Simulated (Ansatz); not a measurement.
A trace of molecular dynamics of C₃H₉NSi (14 atoms, charge 0, multiplicity 1).

Method: Ansatz 0.2.0, UHF/STO-3G.

```
ensemble                      : NVE (velocity Verlet)
starting velocities drawn for : 100 K
seed                          : 690656
```

| time (fs) | T (K) | potential energy less start (eV) | conserved less start (meV/atom) |
| --- | --- | --- | --- |
| 0.0 | 100 | 0.000 | 0.00 |
| 20.0 | 922896 | 32.407 | 104555.35 |
| 40.0 | 1189378 | 39.685 | 134779.65 |
| 60.0 | 1188044 | 44.964 | 135009.00 |
| 80.0 | 1188175 | 44.680 | 135003.20 |
| 100.0 | 1187744 | 45.424 | 135009.01 |
| 120.0 | 1188154 | 44.700 | 135002.71 |
| 140.0 | 1187765 | 45.379 | 135008.07 |
| 160.0 | 1188142 | 44.719 | 135002.73 |
| 180.0 | 1187791 | 45.330 | 135007.50 |
| 200.0 | 1188131 | 44.743 | 135003.24 |
| 220.0 | 1187819 | 45.285 | 135007.39 |
| 240.0 | 1188121 | 44.772 | 135004.17 |
| 260.0 | 1187846 | 45.248 | 135007.75 |
| 280.0 | 1188113 | 44.802 | 135005.40 |
| 300.0 | 1187871 | 45.221 | 135008.49 |
| 320.0 | 1188108 | 44.829 | 135006.77 |
| 340.0 | 1187890 | 45.205 | 135009.50 |
| 360.0 | 1188107 | 44.849 | 135008.19 |
| 380.0 | 1187903 | 45.201 | 135010.70 |
| 400.0 | 1188112 | 44.862 | 135009.61 |
| 420.0 | 1187910 | 45.210 | 135012.05 |
| 440.0 | 1188122 | 44.867 | 135011.01 |
| 460.0 | 1187909 | 45.232 | 135013.54 |
| 480.0 | 1188137 | 44.861 | 135012.38 |

Can this run be trusted? Judge the integration.

The conserved energy changed by up to 140000 meV per atom, so the integration failed: the time step of 4 fs is too long for the fastest motions that this run met, and the later frames carry no physical meaning.

Run time: 5.9 min on 1 thread of Arm Neoverse V2 (shared host), peak memory 0.12 GiB.
